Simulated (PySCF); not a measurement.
Ge(Br)(Me)3, SMILES [CH3][Ge]([CH3])([CH3])[Br] (PBE0/def2-SVP optimised geometry):

```
14

C     -0.895    -2.125     1.618
Ge    -0.346    -1.191     0.000
C     -0.897     0.677     0.000
C     -0.897    -2.124    -1.618
Br     1.996    -1.191     0.000
H     -1.995    -2.160     1.678
H     -0.509    -3.154     1.614
H     -0.509    -1.608     2.507
H     -0.515     1.188    -0.895
H     -1.996     0.746     0.004
H     -0.507     1.191     0.890
H     -1.996    -2.157    -1.678
H     -0.512    -3.154    -1.614
H     -0.509    -1.609    -2.507
```

Level of theory: PBE0/def2-TZVP run with PySCF 2.14.0.

Question: What are the frontier orbital energies and the dipole moment?

Answer: HOMO-2 -9.04 eV, HOMO-1 -7.74 eV, HOMO -7.74 eV, LUMO 0.44 eV, LUMO+1 0.75 eV; dipole moment 2.92 D.

On the same geometry PySCF with PBE/def2-TZVP gives HOMO-2 -7.73 eV, HOMO-1 -6.48 eV, HOMO -6.48 eV, LUMO -0.52 eV, LUMO+1 -0.01 eV; dipole moment 2.83 D.

Meta-Löwdin charges at PBE0/def2-TZVP: C1 -0.57, Ge2 0.85, C3 -0.57, C4 -0.57, Br5 -0.34, H6 0.13, H7 0.14, H8 0.14, H9 0.14, H10 0.13, H11 0.14, H12 0.13, H13 0.14, H14 0.14.
